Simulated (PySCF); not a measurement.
## Calculated data, AlBH₂N

Computed with PySCF 2.14.0. Calculation on a computer-drawn molecule: vertical ionisation energy to the stated ion spin, frozen-core CCSD(T) at the basis limit and cheaper methods, single-reference cases, UHF for radicals, no spin-orbit; all values are single points at the evaluated structure, the first of each entry, which is the reference or a displaced copy of it and isn't optimised; the reference structure only sets the zero of the energies above reference; triples share is (T) over the correlation energy.

Common to all runs: charge 0; multiplicity 2; ion multiplicity 1; diffuse functions no; basis cc-pV(n+d)Z; reference is the Hartree-Fock double-zeta minimum; best is HF at quadruple zeta + MP2 correlation extrapolated from triple and quadruple zeta + CCSD(T) minus MP2 at triple zeta; basis step is the size of the change from the same recipe one zeta lower.

(1) AlBH₂N

Evaluated structure:
```xyz
5
AlBH2N
B     -2.5761    -0.4611     1.7415
N     -2.1902    -0.4807     0.5548
Al    -1.7383    -0.4387    -1.1639
H     -2.9337    -0.4466     2.8584
H     -0.4335    -1.2335    -1.6168
```

Reference structure:
```xyz
5
AlBH2N
B     -2.5761    -0.4611     1.7415
N     -2.1902    -0.4807     0.5548
Al    -1.7383    -0.4387    -1.1639
H     -2.9337    -0.4466     2.8584
H     -0.4335    -1.2335    -1.6168
```

* ionisation energy best: 7.563 eV
* ionisation energy basis step: 0.01497 eV
* energy above reference best: 0 kcal/mol
* energy above reference basis step: 0 kcal/mol
* total energy HF triple zeta: -322.2695 hartree
* total energy CCSD(T) triple zeta: -322.6499 hartree
* total energy best: -322.6995 hartree
* T1 diagnostic at triple zeta: 0.01722
* D1 diagnostic at triple zeta: 0.04103
* spin squared at triple zeta: 0.7555
* ion T1 diagnostic at triple zeta: 0.01637
* ion D1 diagnostic at triple zeta: 0.03784
* triples share at triple zeta: 0.04508
* basis functions triple zeta: 127
* dipole magnitude HF at triple zeta: 1.577 debye
* dipole magnitude CCSD unrelaxed at triple zeta: 0.9537 debye
* dipole magnitude PBE at triple zeta: 0.8784 debye
* dipole magnitude r2SCAN at triple zeta: 1.055 debye
* dipole magnitude B3LYP at triple zeta: 1.017 debye
* dipole magnitude wB97X at triple zeta: 1.192 debye

Drawn bonds:
```csv
atom,other atom,order
1,2,2
2,3,1
1,4,1
3,5,1
```

Triple zeta:
```csv
method,ionisation energy (eV),energy above reference (kcal/mol)
HF,7.279,0
PBE,7.555,0
r2SCAN,7.677,0
B3LYP,7.622,0
wB97X,7.508,0
MP2,7.504,0
CCSD,7.52,0
CCSD(T),7.536,0
```

(2) AlBH₂N

Evaluated structure:
```xyz
5
AlBH2N
B     -2.5929    -0.4851     1.7687
N     -2.1609    -0.5028     0.5352
Al    -1.7683    -0.4537    -1.1933
H     -2.9835    -0.4601     2.8765
H     -0.4648    -1.2248    -1.6376
```

Reference structure:
```xyz
5
AlBH2N
B     -2.5761    -0.4611     1.7415
N     -2.1902    -0.4807     0.5548
Al    -1.7383    -0.4387    -1.1639
H     -2.9337    -0.4466     2.8584
H     -0.4335    -1.2335    -1.6168
```

- ionisation energy best: 7.528 eV
- ionisation energy basis step: 0.01583 eV
- energy above reference best: 1.684 kcal/mol
- energy above reference basis step: 0.5128 kcal/mol
- total energy HF triple zeta: -322.2633 hartree
- total energy CCSD(T) triple zeta: -322.6480 hartree
- total energy best: -322.6968 hartree
- T1 diagnostic at triple zeta: 0.019
- D1 diagnostic at triple zeta: 0.04573
- spin squared at triple zeta: 0.7558
- ion T1 diagnostic at triple zeta: 0.01761
- ion D1 diagnostic at triple zeta: 0.04033
- triples share at triple zeta: 0.04736
- basis functions triple zeta: 127
- dipole magnitude HF at triple zeta: 1.894 debye
- dipole magnitude CCSD unrelaxed at triple zeta: 1.143 debye
- dipole magnitude PBE at triple zeta: 1.05 debye
- dipole magnitude r2SCAN at triple zeta: 1.247 debye
- dipole magnitude B3LYP at triple zeta: 1.226 debye
- dipole magnitude wB97X at triple zeta: 1.439 debye

Drawn bonds:
```csv
atom,other atom,order
1,2,2
2,3,1
1,4,1
3,5,1
```

Triple zeta:
```csv
method,ionisation energy (eV),energy above reference (kcal/mol)
HF,7.218,3.933
PBE,7.512,1.135
r2SCAN,7.632,1.853
B3LYP,7.573,2.207
wB97X,7.462,2.493
MP2,7.472,1.008
CCSD,7.481,1.888
CCSD(T),7.501,1.216
```

(3) AlBH₂N

Evaluated structure:
```xyz
5
AlBH2N
B     -2.4854    -0.2895     1.6277
N     -2.1630    -0.4738     0.4696
Al    -1.6434    -0.4427    -1.1376
H     -2.9426    -0.4767     2.8184
H     -0.4630    -1.2603    -1.7372
```

Reference structure:
```xyz
5
AlBH2N
B     -2.5761    -0.4611     1.7415
N     -2.1902    -0.4807     0.5548
Al    -1.7383    -0.4387    -1.1639
H     -2.9337    -0.4466     2.8584
H     -0.4335    -1.2335    -1.6168
```

- ionisation energy best: 7.151 eV
- ionisation energy basis step: 0.01162 eV
- energy above reference best: 11.58 kcal/mol
- energy above reference basis step: 0.4181 kcal/mol
- total energy HF triple zeta: -322.2527 hartree
- total energy CCSD(T) triple zeta: -322.6311 hartree
- total energy best: -322.6810 hartree
- T1 diagnostic at triple zeta: 0.01656
- D1 diagnostic at triple zeta: 0.04142
- spin squared at triple zeta: 0.7543
- ion T1 diagnostic at triple zeta: 0.01491
- ion D1 diagnostic at triple zeta: 0.03235
- triples share at triple zeta: 0.04382
- basis functions triple zeta: 127
- dipole magnitude HF at triple zeta: 2.019 debye
- dipole magnitude CCSD unrelaxed at triple zeta: 1.401 debye
- dipole magnitude PBE at triple zeta: 1.268 debye
- dipole magnitude r2SCAN at triple zeta: 1.447 debye
- dipole magnitude B3LYP at triple zeta: 1.407 debye
- dipole magnitude wB97X at triple zeta: 1.636 debye

Drawn bonds:
```csv
atom,other atom,order
1,2,2
2,3,1
1,4,1
3,5,1
```

Triple zeta:
```csv
method,ionisation energy (eV),energy above reference (kcal/mol)
HF,6.815,10.55
PBE,7.184,11.51
r2SCAN,7.281,11.09
B3LYP,7.223,11.25
wB97X,7.075,10.79
MP2,7.079,12.34
CCSD,7.099,11.46
CCSD(T),7.124,11.82
```

(4) AlBH₂N

Evaluated structure:
```xyz
5
AlBH2N
B     -2.6121    -0.4463     1.7384
N     -2.1783    -0.4954     0.5523
Al    -1.7280    -0.4256    -1.1379
H     -2.9001    -0.4514     2.8902
H     -0.4111    -1.2497    -1.5901
```

Reference structure:
```xyz
5
AlBH2N
B     -2.5761    -0.4611     1.7415
N     -2.1902    -0.4807     0.5548
Al    -1.7383    -0.4387    -1.1639
H     -2.9337    -0.4466     2.8584
H     -0.4335    -1.2335    -1.6168
```

* ionisation energy best: 7.512 eV
* ionisation energy basis step: 0.0148 eV
* energy above reference best: 0.5585 kcal/mol
* energy above reference basis step: 0.09407 kcal/mol
* total energy HF triple zeta: -322.2679 hartree
* total energy CCSD(T) triple zeta: -322.6493 hartree
* total energy best: -322.6986 hartree
* T1 diagnostic at triple zeta: 0.0178
* D1 diagnostic at triple zeta: 0.0427
* spin squared at triple zeta: 0.756
* ion T1 diagnostic at triple zeta: 0.0167
* ion D1 diagnostic at triple zeta: 0.03828
* triples share at triple zeta: 0.04563
* basis functions triple zeta: 127
* dipole magnitude HF at triple zeta: 1.907 debye
* dipole magnitude CCSD unrelaxed at triple zeta: 1.228 debye
* dipole magnitude PBE at triple zeta: 1.128 debye
* dipole magnitude r2SCAN at triple zeta: 1.32 debye
* dipole magnitude B3LYP at triple zeta: 1.292 debye
* dipole magnitude wB97X at triple zeta: 1.483 debye

Drawn bonds:
```csv
atom,other atom,order
1,2,2
2,3,1
1,4,1
3,5,1
```

Triple zeta:
```csv
method,ionisation energy (eV),energy above reference (kcal/mol)
HF,7.221,1.048
PBE,7.507,0.2513
r2SCAN,7.627,0.4348
B3LYP,7.57,0.6458
wB97X,7.458,0.6084
MP2,7.455,0.5213
CCSD,7.467,0.578
CCSD(T),7.484,0.4185
```

(5) AlBH₂N

Evaluated structure:
```xyz
5
AlBH2N
B     -2.5760    -0.4708     1.7560
N     -2.2002    -0.4520     0.5295
Al    -1.7319    -0.3770    -1.1924
H     -2.9336    -0.4877     2.8919
H     -0.4219    -1.2429    -1.6127
```

Reference structure:
```xyz
5
AlBH2N
B     -2.5761    -0.4611     1.7415
N     -2.1902    -0.4807     0.5548
Al    -1.7383    -0.4387    -1.1639
H     -2.9337    -0.4466     2.8584
H     -0.4335    -1.2335    -1.6168
```

* ionisation energy best: 7.619 eV
* ionisation energy basis step: 0.01627 eV
* energy above reference best: 0.5427 kcal/mol
* energy above reference basis step: 0.3272 kcal/mol
* total energy HF triple zeta: -322.2662 hartree
* total energy CCSD(T) triple zeta: -322.6496 hartree
* total energy best: -322.6986 hartree
* T1 diagnostic at triple zeta: 0.01835
* D1 diagnostic at triple zeta: 0.04335
* spin squared at triple zeta: 0.7564
* ion T1 diagnostic at triple zeta: 0.01751
* ion D1 diagnostic at triple zeta: 0.04086
* triples share at triple zeta: 0.04659
* basis functions triple zeta: 127
* dipole magnitude HF at triple zeta: 1.712 debye
* dipole magnitude CCSD unrelaxed at triple zeta: 1.029 debye
* dipole magnitude PBE at triple zeta: 0.956 debye
* dipole magnitude r2SCAN at triple zeta: 1.143 debye
* dipole magnitude B3LYP at triple zeta: 1.11 debye
* dipole magnitude wB97X at triple zeta: 1.297 debye

Drawn bonds:
```csv
atom,other atom,order
1,2,2
2,3,1
1,4,1
3,5,1
```

Triple zeta:
```csv
method,ionisation energy (eV),energy above reference (kcal/mol)
HF,7.34,2.093
PBE,7.601,-0.05889
r2SCAN,7.728,0.6536
B3LYP,7.672,0.8895
wB97X,7.568,1.023
MP2,7.566,0.2145
CCSD,7.576,0.6549
CCSD(T),7.591,0.2067
```

(6) AlBH₂N

Evaluated structure:
```xyz
5
AlBH2N
B     -2.5760    -0.4708     1.7560
N     -2.2002    -0.4520     0.5295
Al    -1.7319    -0.3770    -1.1924
H     -2.9450    -0.4882     2.9281
H     -0.4219    -1.2429    -1.6127
```

Reference structure:
```xyz
5
AlBH2N
B     -2.5761    -0.4611     1.7415
N     -2.1902    -0.4807     0.5548
Al    -1.7383    -0.4387    -1.1639
H     -2.9337    -0.4466     2.8584
H     -0.4335    -1.2335    -1.6168
```

- ionisation energy best: 7.621 eV
- ionisation energy basis step: 0.01615 eV
- energy above reference best: 1.395 kcal/mol
- energy above reference basis step: 0.3337 kcal/mol
- total energy HF triple zeta: -322.2646 hartree
- total energy CCSD(T) triple zeta: -322.6483 hartree
- total energy best: -322.6973 hartree
- T1 diagnostic at triple zeta: 0.01836
- D1 diagnostic at triple zeta: 0.04331
- spin squared at triple zeta: 0.7564
- ion T1 diagnostic at triple zeta: 0.01753
- ion D1 diagnostic at triple zeta: 0.0409
- triples share at triple zeta: 0.04669
- basis functions triple zeta: 127
- dipole magnitude HF at triple zeta: 1.695 debye
- dipole magnitude CCSD unrelaxed at triple zeta: 1.017 debye
- dipole magnitude PBE at triple zeta: 0.9451 debye
- dipole magnitude r2SCAN at triple zeta: 1.131 debye
- dipole magnitude B3LYP at triple zeta: 1.098 debye
- dipole magnitude wB97X at triple zeta: 1.284 debye

Drawn bonds:
```csv
atom,other atom,order
1,2,2
2,3,1
1,4,1
3,5,1
```

Triple zeta:
```csv
method,ionisation energy (eV),energy above reference (kcal/mol)
HF,7.343,3.094
PBE,7.603,0.6086
r2SCAN,7.73,1.496
B3LYP,7.674,1.798
wB97X,7.571,1.833
MP2,7.568,1.116
CCSD,7.578,1.491
CCSD(T),7.594,1.01
```
